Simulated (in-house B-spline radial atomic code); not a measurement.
**Cu8+: [Ar] 3d3**

Level of theory: non-relativistic RPBE, spin-polarised, spherical fractional occupations, point nucleus; calculated with an all-electron radial atomic-structure program (B-spline basis).

Effective charges: Z_r = [3n² - l(l+1)]/(2<r>) from the radius, Z_e = n√(-2ε) from the energy, and Slater's rules. Values are occupation-weighted means over spin.

| shell | electrons | ε (eV) | <r> (bohr) | Z_r | Z_e | Slater |
| --- | --- | --- | --- | --- | --- | --- |
| 1s | 2 | -8945.7 | 0.05291 | 28.35 | 25.64 | 28.70 |
| 2s | 2 | -1243.2 | 0.2383 | 25.18 | 19.12 | 24.85 |
| 2p | 6 | -1114.5 | 0.2076 | 24.09 | 18.10 | 24.85 |
| 3s | 2 | -291.78 | 0.6729 | 20.06 | 13.89 | 17.75 |
| 3p | 6 | -250.47 | 0.6787 | 18.42 | 12.87 | 17.75 |
| 3d | 3 | -183.98 | 0.6668 | 15.75 | 11.03 | 10.30 |

The least bound orbital is 3d up at -184 eV, while the most diffuse is 3p down (<r> = 0.6808 bohr against 0.6668 bohr): energy order and size order differ.
